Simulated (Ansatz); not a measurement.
Consider the redistribution: `C[Si](C)([SiH3])Cl` + `[CH3][GeH2][BH][AlH2]` → `C[Si]([AlH2])([SiH3])Cl` + `C[BH][GeH2][CH3]`.

Gas-phase electronic energies from Ansatz, PBE0-D4/def2-TZVP geometries. CBS: MP2 limit from def2 TZ/QZ plus the TZ coupled-cluster correction, frozen cores. Functionals use def2-TZVPP. B3LYP here is the variant with VWN-RPA as its local correlation; programs differ in this. For Ge outer-core shells are correlated without core-valence functions, which leaves a few kJ/mol of doubt a bond. Scalar relativity is left out up to krypton. One conformer a species, not always the lowest.

| level | ΔE (kcal/mol) |
| --- | --- |
| PBE0-D4 | -5.9 |
| B3LYP-D4 | -5.2 |
| B3LYP | -5.4 |
| MP2/def2-TZVPP | -4.3 |
| SCS-MP2/def2-TZVPP | -4.1 |
| CCSD(T)/def2-TZVPP | -4.1 |
| HF/def2-QZVPP | -3.4 |
| MP2/def2-QZVPP | -4.3 |

What does CCSD(T)/CBS give? (Best estimate.)

Computed: -4.2 kcal/mol. The listed levels differ from it by -1.7, -1.0, -1.2, -0.1, 0.1, 0.1, 0.8, -0.1 kcal/mol.

Largest T1 diagnostic among the species: 0.012.
